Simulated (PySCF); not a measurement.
Electric field gradients and quadrupole coupling constants

Compound: n-propyl acrylate, C₆H₁₀O₂.
Structure used (PBE0-D3(BJ)/def2-SVP), in Å, numbered top down from 1:
```
atom  x, y, z in Å
C1     3.2393    0.9082   -0.6615
C2     2.3205    0.1627   -0.0454
C3     1.0449   -0.1734   -0.7241
O4     0.7413    0.1678   -1.8397
O5     0.2685   -0.9129    0.0801
C6    -1.0192   -1.2991   -0.3961
C7    -2.1086   -0.5062    0.2996
C8    -2.0581    0.9876    0.0202
H9     3.0529    1.2722   -1.6761
H10    4.1839    1.1695   -0.1793
H11    2.4580   -0.2244    0.9672
H12   -1.1165   -2.3723   -0.1750
H13   -1.0521   -1.1513   -1.4856
H14   -3.0757   -0.9245   -0.0273
H15   -2.0444   -0.6908    1.3852
H16   -2.8873    1.5120    0.5178
H17   -2.1168    1.1979   -1.0585
H18   -1.1205    1.4293    0.3906
```

Field gradients from the PBE0/pcSseg-1 density (PySCF, non-relativistic), principal values in atomic units, ordered |Vxx| ≤ |Vyy| ≤ |Vzz|:

| atom | Vxx | Vyy | Vzz |
| --- | --- | --- | --- |
| O4 | 0.7023 | 0.8103 | -1.5127 |
| O5 | -0.5534 | -1.1166 | 1.6701 |

Task: Find the asymmetry η = (Vxx − Vyy)/Vzz and the couplings χ = eQV/h (234.96 MHz × Q in barn × V in au), with Q(17O) = −0.0256 b.

Result: 
```json
{"atom": "O4", "environment": "ester carbonyl oxygen", "nucleus": "17O", "η": "0.07", "χzz (MHz)": "9.10", "χxx (MHz)": "-4.22", "χyy (MHz)": "-4.87"}
{"atom": "O5", "environment": "ester single-bonded oxygen", "nucleus": "17O", "η": "0.34", "χzz (MHz)": "-10.05", "χxx (MHz)": "3.33", "χyy (MHz)": "6.72"}
```

Task: What is Vzz at O5 in SI units (1 au = 9.71736 × 10²¹ V/m²)?

Result: 1.6701 au = 16.229 × 10²¹ V/m².

Were the hydrogens deuterons (Q(2H) = 0.00286 b), χzz would run from 183 kHz (H13) to 205 kHz (H10).

Isolated species at its PBE0-D3(BJ)/def2-SVP geometry (one conformer only). The basis is small and wasn't made for field gradients, so the couplings can be 20 % off.

The run behind these numbers computed NMR shieldings as well. Hardware: one thread, Arm Neoverse V1, on a shared host. Cost: 30 s wall.
